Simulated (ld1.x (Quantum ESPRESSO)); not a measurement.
## Pseudopotential generation for He (Z = 2): TM, PBE, non-relativistic.

ld1.x (Quantum ESPRESSO) 7.5 was run on this input:

```
&input
   title='He', zed=2., rel=0, dft='PBE', iswitch=3,
   config='1s1.5 2p-2',
   nld=2, rlderiv=0.50, eminld=-4.0, emaxld=5.0, deld=0.02
 /
 &inputp
   pseudotype=2, tm=.true., lloc=-1, rcloc=0.45,
   nlcc=.false.,
   file_pseudopw='He.UPF', file_wfcaegen='ae.wfc', file_wfcncgen='nc.wfc', file_beta='beta', file_chi='chi'
 /
2
1S  1  0   1.50   0.00  0.45  0.45  0.0
2P  2  1  -2.00  -0.15  0.45  0.45  0.0
 &test
   configts(1)='1s1.5'
 /
```

Command:

```bash
ld1.x < He.in > He.out
```

Resulting log (shortened: banner, matrices, multipoles, cross overlaps and the repeated all-electron block are left out):

```
Program LD1 v.7.5
     --------------------------- All-electron run ----------------------------

     He

     atomic number is  2.00
     dft =PBE   lsd =0 sic =0 latt =0  beta=0.20 tr2=1.0E-14
     Exchange-correlation= PBE
                           (   1   4   3   4   0   0   0)
     mesh = 985 r(mesh) = 100.16840 a.u. xmin = -7.00 dx = 0.01250
     1 Ry =  13.60569312 eV

     n l     nl                  e(Ry)          e(Ha)          e(eV)
     1 0     1S 1( 1.50)        -1.9639        -0.9820       -26.7203

     final scf error:  7.6E-15 reached in  38 iterations

     Etot =      -5.010359 Ry,      -2.505179 Ha,     -68.169403 eV

     Ekin =       4.959266 Ry,       2.479633 Ha,      67.474249 eV
     Encl =     -10.892638 Ry,      -5.446319 Ha,    -148.201889 eV
     Eh   =       2.499312 Ry,       1.249656 Ha,      34.004873 eV
     Exc  =      -1.576299 Ry,      -0.788149 Ha,     -21.446635 eV

     normalization and overlap integrals

     s(1S/1S) =  1.000000  <r> =   0.8543  <r2> =    1.0008  r(max) =   0.5322

     ------------------------ End of All-electron run ------------------------

     --------------------- Generating NC pseudopotential ---------------------

      Generating local potential from pseudized AE potential:
      Matching radius rcloc =   0.4500

      Local pseudo, rcloc= 0.452 Estimated cut-off energy=   111.45 Ry

      Wfc   1S  rcut= 0.452  Using Troullier-Martins method

      Wfc   2P  rcut= 0.452  Using Troullier-Martins method

     ------------------- End of pseudopotential generation -------------------

     Computing logarithmic derivative in   0.49689
     Computing logarithmic derivative in   0.49689
     Computing the partial wave expansion
     R is outside the sphere for l=    0 j= 0.00
     R is outside the sphere for l=    1 j= 0.00

     ---------------------- Testing the pseudopotential ----------------------

     He

     atomic number is  2.00   valence charge is  2.00
     dft =PBE   lsd =0 sic =0 latt =0  beta=0.20 tr2=1.0E-14
     mesh = 985 r(mesh) = 100.16840 xmin = -7.00 dx = 0.01250

     n l     nl             e AE (Ry)        e PS (Ry)    De AE-PS (Ry)
     1 0     1S   1( 1.50)       -1.96391       -1.96391       -0.00000

     eps = 1.8E-15  iter =  4

     Etot =      -5.010359 Ry,      -2.505179 Ha,     -68.169403 eV
     Etotps =    -5.009316 Ry,      -2.504658 Ha,     -68.155215 eV

     Ekin =       4.889545 Ry,       2.444772 Ha,      66.525647 eV
     Encl =      -9.899125 Ry,      -4.949563 Ha,    -134.684458 eV
     Ehrt =       2.498221 Ry,       1.249111 Ha,      33.990032 eV
     Ecxc =      -1.574515 Ry,      -0.787257 Ha,     -21.422368 eV
     Epseu=      -0.923442 Ry,      -0.461721 Ha,     -12.564068 eV

     ---------------------- End of pseudopotential test ----------------------
```

Generation and configuration tests took about 0.46 s on one core of a shared server CPU.

Transferability test of the new file with ld1.x, input:

```
&input
   title='He', zed=2., rel=0, dft='PBE', iswitch=2,
   config='1s1.5 2p-2'
 /
 &test
   file_pseudo='He.UPF', nconf=3,
   configts(1)='1s1.5',
   configts(2)='1s2',
   configts(3)='1s1'
 /
```

```bash
ld1.x < He.test.in > He.test.out
```

Pseudopotential blocks of its output, shortened (energy terms left out):

```
     ---------------------- Testing the pseudopotential ----------------------

     n l     nl             e AE (Ry)        e PS (Ry)    De AE-PS (Ry)
     1 0     1S   1( 1.50)       -1.96391       -1.96391       -0.00000

     eps = 2.0E-17  iter =  4

     Etot =      -5.010359 Ry,      -2.505179 Ha,     -68.169406 eV
     Etotps =    -5.009316 Ry,      -2.504658 Ha,     -68.155215 eV

     ---------------------- End of pseudopotential test ----------------------

          ---------------------- Testing the pseudopotential ----------------------

     n l     nl             e AE (Ry)        e PS (Ry)    De AE-PS (Ry)
     1 0     1S   1( 2.00)       -1.15859       -1.15864        0.00004

     eps = 3.3E-16  iter =  6

     Etot =      -5.785947 Ry,      -2.892974 Ha,     -78.721820 eV
     Etotps =    -5.784920 Ry,      -2.892460 Ha,     -78.707849 eV
     dEtot_ae =      -0.775588 Ry
     dEtot_ps =      -0.775604 Ry,   Delta E=       0.000016 Ry

     ---------------------- End of pseudopotential test ----------------------

          ---------------------- Testing the pseudopotential ----------------------

     n l     nl             e AE (Ry)        e PS (Ry)    De AE-PS (Ry)
     1 0     1S   1( 1.00)       -2.87588       -2.87565       -0.00023

     eps = 1.1E-17  iter =  6

     Etot =      -3.804131 Ry,      -1.902065 Ha,     -51.757837 eV
     Etotps =    -3.803134 Ry,      -1.901567 Ha,     -51.744278 eV
     dEtot_ae =       1.206228 Ry
     dEtot_ps =       1.206182 Ry,   Delta E=       0.000046 Ry

     ---------------------- End of pseudopotential test ----------------------
```
